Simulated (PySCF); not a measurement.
**Ho³¹⁺: ionisation energy**

Ho³¹⁺ [Kr] → Ho³²⁺ [Ar] 3d10 4s2 4p5 [4p1/2^2 4p3/2^3, M_J = 3/2], as a difference of total energies. Calculation: PySCF 2.14, in an uncontracted even-tempered set (17 s from 2.9 bohr⁻², ratio 2.8; 14 p from 3.8 bohr⁻², ratio 2.8; 8 d from 6.8 bohr⁻², ratio 2.8; 4 f from 20 bohr⁻², ratio 3); the two-component X2C-1e Hamiltonian. Correlated levels: [Ne] frozen; the 80 highest virtual spinors dropped. "Screened" scales the spin-orbit matrix elements by Boettger's factors to mimic the two-electron term; Breit and QED terms are absent.

```csv
method,ionisation energy (eV)
GHF (spin-free),1312.8
GMP2 (spin-free),1314.1
GHF (screened spin-orbit),1295.8
GMP2 (screened spin-orbit),1297.1
```

Breit and QED terms and the two-electron picture change are absent.

The spin-free rows lack the spin-orbit shift.

For comparison: 1300 ± 4 eV (theoretical estimate listed by NIST; NIST Atomic Spectra Database, ionization energies).
